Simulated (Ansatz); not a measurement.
Relaxation of F$_{2}$GeH$_{2}$ (5 atoms, charge 0, multiplicity 1), to a largest force component of 0.03 eV/Å in at most 50 steps.

All numbers below come from Ansatz 0.2.0, RKS B3LYP-D4/def2-mTZVP.

```xyz
5
Properties=species:S:1:pos:R:3:forces:R:3
Ge 0.123 -0.064 0.202 -0.44 0.07 0.87
H 0.475 0.061 1.679 -1.23 -0.01 0.55
F 1.806 -0.003 -0.042 1.65 -0.02 -1.43
F -0.604 1.368 -0.470 0.02 -0.04 0.02
H -0.545 -1.256 -0.481 0.00 0.00 0.00
```

Problem. Where does it end, and by what steps?

Solution. The run converged. After 3 steps the energy has fallen by 0.403 eV; H2 moved furthest, 0.28 Å.

| step | energy less start (eV) | largest force component (eV/Å) | accepted |
| --- | --- | --- | --- |
| 0 | 0.0000 | 1.647 | yes |
| 1 | -0.3601 | 0.335 | yes |
| 2 | -0.3966 | 0.202 | yes |
| 3 | -0.4029 | 0.019 | yes |

```xyz
5
Properties=species:S:1:pos:R:3
Ge 0.201 -0.060 0.243
H 0.211 0.064 1.767
F 1.851 -0.010 -0.307
F -0.533 1.379 -0.404
H -0.475 -1.267 -0.412
```

The run took 12 s on 1 thread of AMD EPYC 7R43 64-Core Processor (Zen 3) (shared host), peak memory 0.17 GiB.
